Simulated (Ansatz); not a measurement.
CH3BFNO, SMILES `FB1NCO1`, relaxed with RKS PBE-D4/def2-SVP in Ansatz 0.2.0 from a rough embedded geometry. The force threshold is 0.03 eV/Å; the program also tests the step.

Charge 0, multiplicity 1.

Start:

```xyz
8

F    -2.551   -0.554   -0.080
B    -1.067   -0.497    0.009
N    -0.058    0.400    0.828
C     0.753    0.265   -0.346
O    -0.019   -0.487   -1.086
H     0.319   -0.244    1.579
H     0.870    1.314   -0.795
H     1.752   -0.196   -0.109
```

```tsv
step	energy (eV)	largest force (eV/Å)	largest move (Å)
1	-8002.1456	5.814	0.000
2	-8003.3659	2.944	0.194
3	-8003.8105	2.321	0.197
4	-8003.9533	0.863	0.200
5	-8003.9707	1.164	0.064
6	-8003.9796	0.739	0.200
7	-8004.0165	0.235	0.068
8	-8004.0205	0.035	0.026
9	-8004.0206	0.007	0.003
```

End:

```xyz
8

F    -2.290   -0.835   -0.009
B    -1.046   -0.380   -0.093
N    -0.083    0.118    0.827
C     0.778    0.245   -0.341
O    -0.250   -0.244   -1.239
H     0.144    0.230    1.810
H     1.075    1.287   -0.603
H     1.671   -0.422   -0.351
```

It took 6 s on 2 threads of an AMD EPYC 9R45 on a shared host, with 0.19 GiB of host memory at the peak.
